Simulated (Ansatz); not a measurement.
Input file for Ansatz (an electronic-structure program): R-BLYP/def2-TZVPP on CH5BOSe (SMILES COB[SeH]), a point of a torsion scan.

Ansatz 0.2 input:
```yaml
crystal:
  periodic: [false, false, false]
  atoms:
    - {symbol: C, position_ang: [-1.04601743, -0.63171312, 0.08277712]}
    - {symbol: O, position_ang: [-0.95630667, -0.68735353, -1.32187205]}
    - {symbol: B, position_ang: [-0.00752856, -1.30964538, -2.00837895]}
    - {symbol: Se, position_ang: [-0.22497313, -1.22885192, -3.91774389]}
    - {symbol: H, position_ang: [-0.06179742, -0.49799865, 0.53685791]}
    - {symbol: H, position_ang: [-1.49457374, -1.55302173, 0.46140338]}
    - {symbol: H, position_ang: [-1.68557971, 0.21349230, 0.34004197]}
    - {symbol: H, position_ang: [0.91706911, -1.86993275, -1.54911169]}
    - {symbol: H, position_ang: [-1.44430160, -0.47168846, -3.91060117]}
basis:
  gaussian:
    orbitals: def2-TZVPP
hamiltonian:
  xc: {name: BLYP}
scf: {lower_state_search: off}
```

It printed:

```
WARN ansatz: RAYON_NUM_THREADS=1 ignored (pool sized by the plan → 1); use --threads N
Functional definition: BLYP
these checks for a lower state are left out or cut short: stability, starts, cluster_reference, orbital_swaps, neighbouring_geometries, increment
integrals: 0.12 GiB planned
1182 factors; their error is unknown
mean field: 0.88 GiB planned
mean field evaluation 1: about -69184.2675 eV, gradient 6.8e1 eV
mean field evaluation 2: about -69108.7234 eV, gradient 1.9e2 eV
mean field evaluation 4: about -69193.3298 eV, gradient 2.1e1 eV
mean field evaluation 8: about -69194.0930 eV, gradient 1.5e-1 eV
mean field evaluation 16: about -69194.0473 eV, gradient 2.2e-4 eV
mean field -69194.04729726 eV, -2542.8343367645 hartree, gradient 4.3e-6 eV, S^2 0.000000; 0 other end points of the search recorded, 0 dependent functions left out
reference -69194.04765546 eV, -2542.8343499282 hartree; 29, 29 occupied and 182, 182 virtual orbitals, 1182 factors
Total energy: -69194.04765546 eV, -2542.8343499282 hartree
Checks for a lower state left out: stability, starts, cluster_reference, orbital_swaps, neighbouring_geometries, increment
```

The run converged.

Cost: about 4 core-seconds (a rough figure).
